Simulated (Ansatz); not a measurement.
Two isomers of AsGaH5N: A = `[NH2][GaH][AsH2]`, B = `N[AsH][GaH2]`.

Computed with Ansatz on PBE0-D4/def2-TZVP structures; ΔE is electronic, products minus reactants. CCSD(T)/CBS adds triple-zeta CCSD(T) − MP2 to the extrapolated MP2 energy (def2 sets, frozen cores). DFT in def2-TZVPP. For As, Ga outer-core shells are correlated without core-valence functions, which leaves a few kJ/mol of doubt a bond. Scalar relativity is left out up to krypton. Each species was taken in one conformer, which may not be the lowest.

Q: Which isomer does CCSD(T)/CBS put lower? Give the gap. (An estimate is asked.)

A: Ansatz gave: A, by 27.3 kcal/mol.

Q: Give E(B) − E(A) in kcal/mol with PBE-D4, MP2/def2-TZVPP, PBE0-D4, ωB97M-V, CCSD(T)/def2-SVP, r2SCAN-D4, CCSD(T)/def2-TZVPP. (An estimate is asked.)

A: Ansatz gave: PBE-D4 24.3, MP2/def2-TZVPP 27.5, PBE0-D4 25.0, ωB97M-V 25.2, CCSD(T)/def2-SVP 29.8, r2SCAN-D4 26.0, CCSD(T)/def2-TZVPP 26.7. None reverses the order clearly.

Q: Does the order hold for the free energy at 298.15 K (harmonic terms from PBE0-D4)? (Estimate.)

A: Computed: Yes: G(B) − G(A) = +27.0 kcal/mol, for one conformer each.

Largest T1 diagnostic: 0.013.

In def2-TZVPP, CCSD(T) changes the Hartree–Fock value by +1.1 kcal/mol (the triples alone add +0.0 kcal/mol) and MP2 by +2.0 kcal/mol. From BLYP to BHLYP (50 % exact exchange), in def2-TZVPP and without D4, E(B) − E(A) moves by +1.3 kcal/mol.
